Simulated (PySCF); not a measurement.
BH3Se, SMILES [SeH]B.

The structure is a stationary point at PBE0-D3(BJ)/def2-TZVP.

Vertical ionisation energy (IE) and electron affinity (EA) in eV. Rows of orbital energies are one-electron estimates. Where ΔSCF, EOM or ADC give a negative EA the extra electron is unbound and the value depends on the basis.

```
level                                               IE     EA
------------------------------------------------  ----  -----
−ε(HOMO), −ε(LUMO), M06-2X/def2-TZVPD (PySCF)      ___    ___
−ε(HOMO), −ε(LUMO), CAM-B3LYP/def2-TZVPD (PySCF)  9.18   0.41
ADC(2)/aug-cc-pVDZ (PySCF)                        9.86  -0.76
```

Fill in the missing entries. (The exact figures need the calculation; the answer reports its results.)


- −ε(HOMO), −ε(LUMO), M06-2X/def2-TZVPD (PySCF), IE: 8.97
- −ε(HOMO), −ε(LUMO), M06-2X/def2-TZVPD (PySCF), EA: 0.60

Beyond the first one, list the lowest photoelectron lines from PySCF 2.14.0 with ADC(2)/aug-cc-pVDZ with their pole strengths (two spins summed). (Estimate from the structure and the level; the computed values follow.)

11.11 eV (1.83), 12.42 eV (1.82), 14.08 eV (1.80), 17.05 eV (1.77).
